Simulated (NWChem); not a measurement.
# Correlation energy of F₂Ge

```
Ge
F 1 1.7471
F 1 1.7471 2 97.20
```
Charge 0, spin multiplicity 1.

All runs are NWChem calculations. The geometry was optimised at PBE0/def2-SVP, a minimum by its harmonic frequencies.

Basis set: def2-SVP. Each correlation energy counts from its own Hartree-Fock reference.

```tsv
method	correlation energy (mHa)	difference from CCSD(T)
CR-CCSD(T)	-591.0	+2.7
SCS-MP2	-550.2	+43.5
CCSD	-581.0	+12.6
CR-CCSD[T]	-592.9	+0.7
MP2	-581.2	+12.4
CCSD+T(CCSD)	-596.2	-2.5
CCSD(T)	-593.6	0.0
```

The values span 46.0 mHa, from CCSD+T(CCSD) (lowest) to SCS-MP2 (highest). 

The Hamiltonian is non-relativistic. The correlated methods keep 11 core orbitals frozen. The structure started from a generated list of species. Differences from the coupled-cluster row are differences between methods, not errors against experiment.
